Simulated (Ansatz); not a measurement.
Computed with Ansatz on PBE0-D4/def2-TZVP structures; ΔE is electronic, products minus reactants. CCSD(T)/CBS is the MP2 limit (def2-TZVPP, def2-QZVPP) plus CCSD(T) − MP2 in def2-TZVPP, frozen cores. For Ge outer-core shells are correlated without core-valence functions, which leaves a few kJ/mol of doubt a bond. Scalar relativity is left out up to krypton. Each species was taken in one conformer, which may not be the lowest.

`CS[CH2][GeH3]` + `CBS` → `CB[S][GeH3]` + `CSC`  (ligand exchange at a Ge–C bond)

`CS[CH2][GeH3]`:

Cartesian coordinates in Å:
```
C 0.464 -1.063 -1.592
S 1.427 0.227 -0.796
C 0.119 1.137 0.047
Ge -0.553 0.242 1.664
H -0.253 -0.637 -2.297
H 1.170 -1.686 -2.143
H -0.059 -1.686 -0.865
H 0.561 2.090 0.346
H -0.690 1.364 -0.651
H 0.578 0.182 2.702
H -1.014 -1.188 1.337
H -1.750 1.018 2.250
```

`CBS`:

```xyz
8

C     0.310    1.042   -0.178
B    -0.162   -0.443   -0.187
S    -0.274   -1.343    1.347
H    -0.460    1.674   -0.634
H     1.191    1.150   -0.821
H     0.551    1.447    0.807
H    -0.455   -1.005   -1.200
H    -0.702   -2.521    0.865
```

`CB[S][GeH3]`:

```xyz
11

C     2.180   -0.553    0.182
B     0.642   -0.306    0.194
S    -0.082    0.921   -0.884
Ge   -2.241    0.726   -0.340
H     2.583   -0.405    1.191
H     2.743    0.073   -0.513
H     2.379   -1.605   -0.056
H    -0.073   -0.935    0.924
H    -2.421    1.065    1.146
H    -2.707   -0.707   -0.626
H    -3.005    1.727   -1.217
```

`CSC`:

Z-matrix (Å, degrees):
```
C
S 1 1.795
H 1 1.090 2 107.2
H 1 1.092 2 111.2 3 118.7
H 1 1.092 2 111.2 3 -118.7
C 2 1.795 1 99.4 3 -180.0
H 6 1.092 2 111.2 1 61.3
H 6 1.090 2 107.2 1 -180.0
H 6 1.092 2 111.2 1 -61.3
```

```csv
species,CCSD(T)/def2-TZVPP energy (Eh)
`CS[CH2][GeH3]`,-2554.20318
`CBS`,-463.58685
`CB[S][GeH3]`,-2540.40825
`CSC`,-477.40335
```

Question: Work out ΔE.

Answer: ΔE = (-2540.40825) + (-477.40335) − (-2554.20318) − (-463.58685) = -0.02157 Eh = -56.6 kJ/mol. CCSD(T)/CBS gives -56.8 kJ/mol.

Largest T1 diagnostic among the species: 0.013.

In def2-TZVPP, CCSD(T) changes the Hartree–Fock value by +13.5 kJ/mol (the triples alone add +0.7 kJ/mol) and MP2 by +11.6 kJ/mol.
